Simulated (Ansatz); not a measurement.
**Molecular dynamics of CH₃Cl₃Si**

Input file:

```yaml
crystal:
  periodic: [false, false, false]
  atoms:
    - { symbol: Si, position_ang: [0.000448, 7.8e-05, 0.008134] }
    - { symbol: C, position_ang: [0.000109, -9.3e-05, 1.86558] }
    - { symbol: H, position_ang: [-1.0257, -0.063915, 2.242008] }
    - { symbol: H, position_ang: [0.568105, -0.856561, 2.242215] }
    - { symbol: H, position_ang: [0.457619, 0.92008, 2.242375] }
    - { symbol: Cl, position_ang: [1.928864, 0.128243, -0.712096] }
    - { symbol: Cl, position_ang: [-1.074597, 1.606426, -0.712199] }
    - { symbol: Cl, position_ang: [-0.852649, -1.734258, -0.712417] }
basis:
  gaussian: { orbitals: "6-31G*" }
hamiltonian:
  xc: b3lyp
  dispersion: d4
md:
  timestep: 0.5
  n_steps: 250
  ensemble: nve
  temperature: 200.0
  initial_velocities: maxwell_boltzmann
  seed: 787488
  masses: [{ species: H, mass: 2.014 }]
```

Command:

```bash
$ ansatz run input.yaml --threads 2 --pin off --max-ram 3072MiB --backend cpu --events-out ev --progress --plain --runs-dir out
```

It starts from a relaxed structure.

Output, in part (one step line in 9, the closing report, with atoms numbered from 0):

```
md step     0: t =     0.00 fs  T =   200.0 K  F+E_penalty+E_count = -46536.37904710 eV  E_kin = 0.155112 eV  conserved = -46536.22393510 eV  (23 SCF iters)
md step     9: t =     4.50 fs  T =   129.4 K  F+E_penalty+E_count = -46536.32377981 eV  E_kin = 0.100345 eV  conserved = -46536.22343483 eV  (22 SCF iters)
md step    18: t =     9.00 fs  T =   132.4 K  F+E_penalty+E_count = -46536.32631031 eV  E_kin = 0.102692 eV  conserved = -46536.22361795 eV  (23 SCF iters)
md step    27: t =    13.50 fs  T =   137.1 K  F+E_penalty+E_count = -46536.33004896 eV  E_kin = 0.106356 eV  conserved = -46536.22369287 eV  (23 SCF iters)
md step    36: t =    18.00 fs  T =    95.0 K  F+E_penalty+E_count = -46536.29704391 eV  E_kin = 0.073641 eV  conserved = -46536.22340297 eV  (22 SCF iters)
md step    45: t =    22.50 fs  T =   130.1 K  F+E_penalty+E_count = -46536.32471550 eV  E_kin = 0.100862 eV  conserved = -46536.22385346 eV  (23 SCF iters)
md step    54: t =    27.00 fs  T =    74.6 K  F+E_penalty+E_count = -46536.28129173 eV  E_kin = 0.057868 eV  conserved = -46536.22342382 eV  (22 SCF iters)
md step    63: t =    31.50 fs  T =   118.9 K  F+E_penalty+E_count = -46536.31597522 eV  E_kin = 0.092200 eV  conserved = -46536.22377528 eV  (23 SCF iters)
md step    72: t =    36.00 fs  T =    92.6 K  F+E_penalty+E_count = -46536.29553305 eV  E_kin = 0.071829 eV  conserved = -46536.22370375 eV  (22 SCF iters)
md step    81: t =    40.50 fs  T =    54.9 K  F+E_penalty+E_count = -46536.26606052 eV  E_kin = 0.042606 eV  conserved = -46536.22345412 eV  (22 SCF iters)
md step    90: t =    45.00 fs  T =   109.7 K  F+E_penalty+E_count = -46536.30889645 eV  E_kin = 0.085057 eV  conserved = -46536.22383973 eV  (23 SCF iters)
md step    99: t =    49.50 fs  T =    50.9 K  F+E_penalty+E_count = -46536.26292607 eV  E_kin = 0.039493 eV  conserved = -46536.22343294 eV  (22 SCF iters)
md step   108: t =    54.00 fs  T =    60.9 K  F+E_penalty+E_count = -46536.27095315 eV  E_kin = 0.047250 eV  conserved = -46536.22370337 eV  (22 SCF iters)
md step   117: t =    58.50 fs  T =    46.0 K  F+E_penalty+E_count = -46536.25928984 eV  E_kin = 0.035712 eV  conserved = -46536.22357764 eV  (22 SCF iters)
md step   126: t =    63.00 fs  T =    52.9 K  F+E_penalty+E_count = -46536.26457217 eV  E_kin = 0.041017 eV  conserved = -46536.22355508 eV  (22 SCF iters)
md step   135: t =    67.50 fs  T =    81.4 K  F+E_penalty+E_count = -46536.28696462 eV  E_kin = 0.063164 eV  conserved = -46536.22380028 eV  (23 SCF iters)
md step   144: t =    72.00 fs  T =    46.8 K  F+E_penalty+E_count = -46536.25971627 eV  E_kin = 0.036298 eV  conserved = -46536.22341782 eV  (23 SCF iters)
md step   153: t =    76.50 fs  T =   118.5 K  F+E_penalty+E_count = -46536.31574816 eV  E_kin = 0.091916 eV  conserved = -46536.22383217 eV  (23 SCF iters)
md step   162: t =    81.00 fs  T =    83.2 K  F+E_penalty+E_count = -46536.28809381 eV  E_kin = 0.064542 eV  conserved = -46536.22355201 eV  (22 SCF iters)
md step   171: t =    85.50 fs  T =    70.9 K  F+E_penalty+E_count = -46536.27849448 eV  E_kin = 0.054961 eV  conserved = -46536.22353340 eV  (22 SCF iters)
md step   180: t =    90.00 fs  T =   111.3 K  F+E_penalty+E_count = -46536.31008728 eV  E_kin = 0.086339 eV  conserved = -46536.22374837 eV  (25 SCF iters)
md step   189: t =    94.50 fs  T =    83.2 K  F+E_penalty+E_count = -46536.28792500 eV  E_kin = 0.064521 eV  conserved = -46536.22340403 eV  (22 SCF iters)
md step   198: t =    99.00 fs  T =   119.8 K  F+E_penalty+E_count = -46536.31667959 eV  E_kin = 0.092885 eV  conserved = -46536.22379415 eV  (23 SCF iters)
md step   207: t =   103.50 fs  T =    85.4 K  F+E_penalty+E_count = -46536.28967833 eV  E_kin = 0.066206 eV  conserved = -46536.22347263 eV  (22 SCF iters)
md step   216: t =   108.00 fs  T =   128.5 K  F+E_penalty+E_count = -46536.32335873 eV  E_kin = 0.099682 eV  conserved = -46536.22367629 eV  (23 SCF iters)
md step   225: t =   112.50 fs  T =   147.3 K  F+E_penalty+E_count = -46536.33806262 eV  E_kin = 0.114252 eV  conserved = -46536.22381092 eV  (25 SCF iters)
md step   234: t =   117.00 fs  T =    98.1 K  F+E_penalty+E_count = -46536.29948011 eV  E_kin = 0.076095 eV  conserved = -46536.22338554 eV  (22 SCF iters)
md step   243: t =   121.50 fs  T =   175.6 K  F+E_penalty+E_count = -46536.36005001 eV  E_kin = 0.136167 eV  conserved = -46536.22388333 eV  (23 SCF iters)
md step   250: t =   125.00 fs  T =   122.1 K  F+E_penalty+E_count = -46536.31808889 eV  E_kin = 0.094709 eV  conserved = -46536.22338001 eV  (25 SCF iters)
Total energy: -46536.31832560 eV, -1710.1781550163 hartree
Atom 0 at     0.011031    -0.000861     0.024744 Å, force     0.076921     0.090803    -0.035164 eV/Å
Atom 1 at     0.011811     0.010376     1.878842 Å, force    -0.341661    -0.771470    -0.968719 eV/Å
Atom 2 at    -0.998130     0.073597     2.230732 Å, force    -0.802494     0.073580     0.293343 eV/Å
Atom 3 at     0.438696    -0.906963     2.247948 Å, force     0.330180    -0.494096     0.234775 eV/Å
Atom 4 at     0.559434     0.833989     2.243875 Å, force     0.797788     1.153607     0.531341 eV/Å
Atom 5 at     1.929870     0.129096    -0.709625 Å, force     0.107068     0.004684    -0.001001 eV/Å
Atom 6 at    -1.084369     1.564709    -0.720045 Å, force    -0.082793     0.321346    -0.030659 eV/Å
Atom 7 at    -0.856231    -1.696255    -0.724465 Å, force    -0.085008    -0.378454    -0.023915 eV/Å
Dipole moment:     0.003240    -0.006789     0.515205 e Å
```

The run went to its last step. The conserved energy stayed within 0.076 meV per atom of its start (net change 0.069 meV per atom), so the integration is sound. Over the second half the temperature averaged 0.50 of the 200 K drawn at the start: a run that starts near a minimum puts about half its kinetic energy into the potential. A run of 0.12 ps of so small a system gives no equilibrium averages.

The same pairs are bonded in the first frame and the last. Pairs count as bonded within 1.25 times the sum of covalent radii (0.12 Å more for H–H).

Last frame:

```xyz
8
Properties=species:S:1:pos:R:3
Si 0.011 -0.001 0.025
C 0.012 0.010 1.879
H -0.998 0.074 2.231
H 0.439 -0.907 2.248
H 0.559 0.834 2.244
Cl 1.930 0.129 -0.710
Cl -1.084 1.565 -0.720
Cl -0.856 -1.696 -0.725
```

Time of the run: 13 min on 2 threads of Arm Neoverse V1 (shared host), peak memory 0.23 GiB.
